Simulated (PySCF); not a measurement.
Mg (SMILES [Mg+]), charge +1, doublet; WB97X/6-31G* (PySCF).

The PySCF input:
```python
from pyscf import gto, scf, dft

mol = gto.M(
    atom='''
Mg    0.00000000    0.00000000    0.00000000
''',
    basis='6-31g*',
    charge=1,
    spin=1,
    verbose=4,
)

mf = dft.UKS(mol)
mf.xc = 'wb97x'
mf.small_rho_cutoff = 0
mf.kernel()
```

### Question
Predict the main parts of the log of this PySCF run.

### Answer

```
PySCF version 2.14.0

[INPUT] verbose = 4
[INPUT] num. atoms = 1
[INPUT] num. electrons = 11
[INPUT] charge = 1
[INPUT] spin (= nelec alpha-beta = 2S) = 1
[INPUT] symmetry False subgroup None
[INPUT] Mole.unit = angstrom
[INPUT] Symbol           X                Y                Z      unit          X                Y                Z       unit  Magmom
[INPUT]  1 Mg     0.000000000000   0.000000000000   0.000000000000 AA    0.000000000000   0.000000000000   0.000000000000 Bohr   0.0

nuclear repulsion = 0
number of shells = 8
number of NR pGTOs = 51
number of NR cGTOs = 18
basis = 6-31g*
ecp = {}

******** <class 'pyscf.dft.uks.UKS'> ********
method = UKS
initial guess = minao
damping factor = 0
level_shift factor = 0
DIIS = <class 'pyscf.scf.diis.CDIIS'>
diis_start_cycle = 1
diis_space = 8
diis_damp = 0
SCF conv_tol = 1e-09
SCF conv_tol_grad = None
SCF max_cycles = 50
direct_scf = True
direct_scf_tol = 1e-13
number electrons alpha = 6  beta = 5
XC library pyscf.dft.libxc version 7.1.2
    S. Lehtola, C. Steigemann, M. J. T. Oliveira, and M. A. L. Marques,  SoftwareX 7, 1–5 (2018)
XC functionals = wb97x
    J.-D. Chai and M. Head-Gordon,  J. Chem. Phys. 128, 084106 (2008)
radial grids:
    Treutler-Ahlrichs [JCP 102, 346 (1995); DOI:10.1063/1.469408] (M4) radial grids

becke partition: Becke, JCP 88, 2547 (1988); DOI:10.1063/1.454033
pruning grids: <function nwchem_prune>
grids dens level: 3
symmetrized grids: False
atomic radii adjust function: <function treutler_atomic_radii_adjust>
small_rho_cutoff = 0
Set gradient conv threshold to 3.16228e-05
tot grids = 18584
init E= -200.037586903585

cycle= 1 E= -199.75535200426  delta_E= 0.282  |g|= 0.075  |ddm|= 0.648
cycle= 2 E= -199.762964283196  delta_E= -0.00761  |g|= 0.0182  |ddm|= 0.303
cycle= 3 E= -199.763768393443  delta_E= -0.000804  |g|= 0.00495  |ddm|= 0.123
cycle= 4 E= -199.763837527451  delta_E= -6.91e-05  |g|= 0.000273  |ddm|= 0.0491
cycle= 5 E= -199.763837644355  delta_E= -1.17e-07  |g|= 1.44e-05  |ddm|= 0.00188
cycle= 6 E= -199.763837644593  delta_E= -2.38e-10  |g|= 4.19e-07  |ddm|= 8.44e-05
Extra cycle  E= -199.763837644593  delta_E= -2.27e-13  |g|= 7.36e-08  |ddm|= 1.1e-06
converged SCF energy = -199.763837644593  <S^2> = 0.75022343  2S+1 = 2.0002234
```
